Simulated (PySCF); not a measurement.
CH3BBrClO, SMILES COB(Cl)Br.

Geometry optimised at B3LYP-D3(BJ)/def2-SVP. The values are those of a single conformer.

The numbers are results of TDA-PBE/def2-SVPD (PySCF), not measurements.

Vertical excitations. Gas-phase values at a fixed geometry.

Computed excitation energies, oscillator strengths and character:
| state | energy (eV) | λ (nm) | f | main pairs |
|---|---|---|---|---|
| S1 | 5.71 | 217 | 0.000 | HOMO→LUMO 100 % |
| S2 | 6.55 | 189 | 0.064 | HOMO−1→LUMO 75 %, HOMO→LUMO+1 14 % |
| S3 | 6.63 | 187 | 0.059 | HOMO→LUMO+1 82 %, HOMO−1→LUMO 13 % |
| S4 | 6.64 | 187 | 0.000 | HOMO−3→LUMO 99 % |
| S5 | 6.91 | 180 | 0.000 | HOMO−4→LUMO 99 % |
| S6 | 6.95 | 178 | 0.032 | HOMO−1→LUMO+1 98 % |
| S7 | 7.19 | 172 | 0.179 | HOMO−2→LUMO 79 % |
| S8 | 7.28 | 170 | 0.011 | HOMO−2→LUMO+1 100 % |
| S9 | 7.42 | 167 | 0.002 | HOMO→LUMO+3 50 %, HOMO→LUMO+2 42 % |
| S10 | 7.54 | 165 | 0.060 | HOMO→LUMO+2 43 %, HOMO→LUMO+3 38 %, HOMO−2→LUMO 7 % |
| T1 | 5.57 | 223 | 0 | HOMO→LUMO 100 % |
| T2 | 5.75 | 216 | 0 | HOMO−1→LUMO 99 % |
| T3 | 6.06 | 205 | 0 | HOMO−2→LUMO 98 % |
| T4 | 6.42 | 193 | 0 | HOMO→LUMO+1 98 % |
Triplets are in the Tamm–Dancoff approximation.
